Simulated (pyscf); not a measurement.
Cl–GeH₂–GeH₃ → GeH₄ + Cl–GeH: [singlet], a 1,1-elimination (singlet surface; Ge–Ge, Ge–H broken, Ge–H formed). Structures and frequencies: ωB97X-D3(BJ)/def2-SVP in PySCF. MP2 and CC: frozen core, UHF for open shells. ΔMP2 is the change of the MP2 total energy from the triple- to the quadruple-zeta basis. Energies in kcal/mol from the reactant's lowest minimum found.

AM1 to PM7: differences of heats of formation from MOPAC, which are fitted to 298 K values and so differ in kind from electronic energies by zero-point and thermal terms. 

Problem. Quick PM6 single points give ΔE‡ = 58.2 kcal/mol and ΔE = +35.7 kcal/mol. What does CCSD(T)/def2-TZVPP + ΔMP2(QZVPP) give, and how far is the quick result from it?

Solution. CCSD(T)/def2-TZVPP + ΔMP2(QZVPP) gives ΔE‡ = 44.6 kcal/mol and ΔE = +35.0 kcal/mol. PM6 lies 13.6 kcal/mol over it in the barrier and 0.7 kcal/mol over it in the reaction energy, so on this step it does not hold to within 3.0 kcal/mol. CCSD(T)/def2-TZVPP + ΔMP2(QZVPP) has limits of its own. On the product side the descent ends in a complex (not fully relaxed), 7.5 kcal/mol under the separated species and 15.2 kcal/mol under the saddle at ωB97X-D3(BJ)/def2-TZVP. At ωB97X-D3(BJ)/def2-TZVP the barrier from the zero used here is 47.3 kcal/mol. This is the saddle that the search found; another between the same sides may lie lower. The CCSD(T) − MP2 part came from Ansatz, without density fitting, on the same reference. The frozen core leaves the outer d or s,p core shells of the metals and heavy elements correlated in the MP2 and CC values, and def2-TZVPP describes them poorly, which can shift differences by a few kcal/mol. In the def2 sets elements up to Kr have no core potential.
